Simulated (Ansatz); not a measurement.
Mulliken charges of ClH$_{4}$NOSn, SMILES `[NH2][SnH]([OH])[Cl]` from PBE/def2-TZVPP in Ansatz (PBE0-D4/def2-TZVP geometry).

| atom | x (Å) | y (Å) | z (Å) | charge (e) |
| --- | --- | --- | --- | --- |
| N1 | -0.434 | 1.502 | 0.233 | -0.510 |
| Sn2 | 0.192 | -0.388 | 0.380 | 0.998 |
| O3 | 1.486 | -0.565 | -1.066 | -0.502 |
| Cl4 | -1.455 | -1.979 | -0.124 | -0.375 |
| H5 | -1.180 | 1.754 | 0.867 | 0.147 |
| H6 | -0.707 | 1.758 | -0.707 | 0.159 |
| H7 | 0.815 | -0.754 | 1.914 | -0.105 |
| H8 | 1.376 | -1.386 | -1.552 | 0.187 |

Problem. By hand: the dipole of these point charges (1 e Å = 4.8032 D).

Solution. Σ q r = (0.098, 0.230, 0.366) e Å, of length 0.443 e Å = 2.13 D.

Problem. How does the dipole of the full density compare? (Estimate.)

Solution. Computed: (-0.093, 0.150, 0.149) e Å, 1.11 D; the point charges give 1.92 times that, at 39° from its direction.

Point charges leave out the atoms' own dipoles, such as those of lone pairs, and Mulliken's split depends on the basis, so the two needn't agree.
